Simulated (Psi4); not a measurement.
H3OSi (SMILES [OH+]=[SiH2]), charge +1, singlet, at a GFN2-xTB geometry. Base run: MP2/cc-pVDZ run with Psi4 1.11.

Psi4 was given this input:
```
memory 2 GB

molecule {
1 1
O     0.96806077   -0.29274694   -0.01801030
Si   -0.52671752    0.13783196    0.00849571
H     1.90715119   -0.08140312   -0.00537859
H    -0.91460201    1.53346203    0.09340103
H    -1.36299003   -1.03973089   -0.06287995
}

set {
  basis cc-pvdz
  freeze_core true
}

energy('mp2')
print_variables()
```

The base run was repeated with changes; each row names its change, and settings that it needs were set with it.

```tsv
change	basis functions	E (Eh)	MP2 correlation (Eh)
base	47	-365.54383	-0.26972
basis = 6-31G*	40	-365.50071	-0.24629
basis = 6-31+G*	48	-365.50602	-0.24906
basis = 6-31G**	49	-365.52755	-0.26180
basis = cc-pV(D+d)Z	52	-365.55607	-0.26985
basis = 6-311++G**	73	-365.59534	-0.28670
basis = aug-cc-pVDZ	77	-365.56819	-0.28410
basis = 6-311+G(2d,p)	80	-365.62256	-0.30550
basis = cc-pVTZ	106	-365.66882	-0.34000
basis = cc-pV(T+d)Z	111	-365.67373	-0.34006
basis = aug-cc-pVTZ	165	-365.67689	-0.34632
basis = def2-QZVPP	217	-365.71149	-0.36595
basis = def2-QZVP	217	-365.71149	-0.36595
```

Totals compare only among sets that treat the same electrons; sets with core potentials leave the core out.
